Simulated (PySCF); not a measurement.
GeH₃ + 3 Cl₂ → GeCl₃ + 3 HCl

Level: PBE0 in the def2-TZVP basis family, all electrons, no relativity, computed in PySCF with density fitting; open shells unrestricted.

```tsv
species	state and structure	E (Eh)	ZPE (kJ/mol)	H(298 K) − H(0) (kJ/mol)	S° (J/(mol K))
GeH₃	doublet, C3v, Ge–H 1.539 Å (×3); H–Ge–H 111.2° (×3)	-2078.47980	52.7	10.6	230.0
Cl₂	singlet, D∞h, Cl–Cl 1.982 Å	-920.08940	3.5	9.1	222.5
GeCl₃	doublet, C3v, Ge–Cl 2.149 Å (×3); Cl–Ge–Cl 108.7° (×3)	-3457.03512	10.0	17.4	335.8
HCl	singlet, C∞v, H–Cl 1.279 Å	-460.66440	17.9	8.7	186.6
```

**Question.** What is the electronic reaction energy?

**Answer.** At PBE0/def2-TZVP, ΔE = -736.0 kJ/mol from the differences of the total energies times 2625.5, downhill. 

**Question.** Add zero-point, thermal and entropy terms for 298.15 K and 1 bar.

**Answer.** ΔZPE = 0.5 and Δ[H(298) − H(0)] = 5.6 kJ/mol give ΔH° = -729.9 kJ/mol. ΔS° = -1.9 J/(mol K), so ΔG° = -729.9 − 298.15 × (-0.0019) = -729 kJ/mol.

Each species is the lowest minimum found with this bonding; other isomers or fragments can lie lower.
